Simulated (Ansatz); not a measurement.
Cost and result for the atomization energy of H8N2Si2Sn, SMILES `[NH2][Sn][N]([SiH3])[SiH3]` (13 atoms, 12 bonds).

```csv
atom,x (Å),y (Å),z (Å)
N1,1.7092,-1.3814,-1.5539
Sn2,0.4437,0.1044,-2.0547
N3,-0.3249,0.3697,-0.1382
Si4,-1.6082,1.5082,0.0522
Si5,0.2839,-0.4436,1.2567
H6,1.7895,-1.8579,-0.6679
H7,2.3203,-1.7972,-2.2400
H8,-1.2560,2.6103,0.9910
H9,-2.8586,0.8757,0.5575
H10,-1.8933,2.1040,-1.2856
H11,1.6841,-0.0461,1.5725
H12,0.2819,-1.9241,1.0768
H13,-0.5715,-0.1219,2.4337
```

Total charge 0; spin multiplicity 1. Correlated methods include outer-core shells of Sn, which these sets cover unevenly. Sn: def2 effective core potential. The geometry is a stationary point of PBE0-D4/def2-TZVP. It is one conformer, not always the lowest. Program: Ansatz. All runs use 4 threads of an Intel Xeon 6975P-C on a shared host. Times are those of one run each, without the atoms' runs, and a repeat can differ threefold. Electronic energies, without spin–orbit coupling; frozen cores. CCSD(T)/CBS adds CCSD(T) − MP2 in def2-TZVPP to the MP2 limit, and its time is that of the two runs behind it. T1 = 0.016. With those shells the extrapolation isn't a true limit. B3LYP takes the VWN-RPA correlation (the form of Gaussian; ORCA's B3LYP/G). HSE06 is the plane-wave form, built on full-range PBE exchange.

CCSD(T)/CBS is a level of theory with its own doubt, some kJ/mol a heavy atom from the limit and from the frozen cores, so smaller differences don't rank the functionals.

| level | functions | wall time | atomization (kcal/mol) | difference from CCSD(T)/CBS | per bond |
| --- | --- | --- | --- | --- | --- |
| BLYP-D4/def2-TZVPP | 308 | 1.9 s | 975.1 | -2.7 | -0.2 |
| revPBE-D4/def2-TZVPP | 308 | 1.9 s | 955.0 | -22.8 | -1.9 |
| PBE-D4/def2-TZVPP (with forces) | 308 | 2.3 s | 974.0 | -3.8 | -0.3 |
| HSE06-D4/def2-TZVPP | 308 | 3.5 s | 958.7 | -19.1 | -1.6 |
| CAM-B3LYP-D4/def2-TZVPP | 308 | 3.9 s | 978.2 | 0.4 | 0.0 |
| B3LYP-D4/def2-TZVPP (with forces) | 308 | 5.5 s | 976.5 | -1.3 | -0.1 |
| CCSD(T)/def2-SVP | 130 | 5.5 s | 887.0 | -90.8 | -7.6 |
| B97M-V/def2-TZVPP | 308 | 6 s | 975.4 | -2.4 | -0.2 |
| ωB97X-V/def2-TZVPP | 308 | 7 s | 980.8 | 3.0 | 0.2 |
| ωB97M-V/def2-TZVPP (with forces) | 308 | 10 s | 973.7 | -4.1 | -0.3 |
| MP2/def2-QZVPP | 576 | 25 s | 966.6 | -11.2 | -0.9 |
| CCSD(T)/def2-TZVPP | 308 | 4.2 min | 943.3 | -34.5 | -2.9 |
| CCSD(T)/CBS(def2) | – | 4.6 min | 977.8 | 0.0 | 0.0 |

From PBE to PBE0 (25 % exact exchange), in def2-TZVPP and without D4, the atomization energy moves by −14.2 kcal/mol: exact exchange takes away binding that semilocal exchange gives to molecules. In def2-TZVPP, CCSD(T) changes the Hartree–Fock value by +268.7 kcal/mol (the triples alone add +15.0 kcal/mol) and MP2 by +271.1 kcal/mol; breaking electron pairs costs correlation energy, which Hartree–Fock lacks. At CCSD(T), def2-SVP lies −90.8 kcal/mol from the extrapolated value and def2-TZVPP −34.5 kcal/mol: correlation converges slowly with the basis, and small sets miss more of it in the bonded molecule than in its fragments.

Spin–orbit coupling would lower the free Sn atoms strongly, and the atomization energy with them, by more than many differences here. For some Ge, Se and Sn compounds the MP2-based and the directly extrapolated limit differ by 10 to 25 kJ/mol.
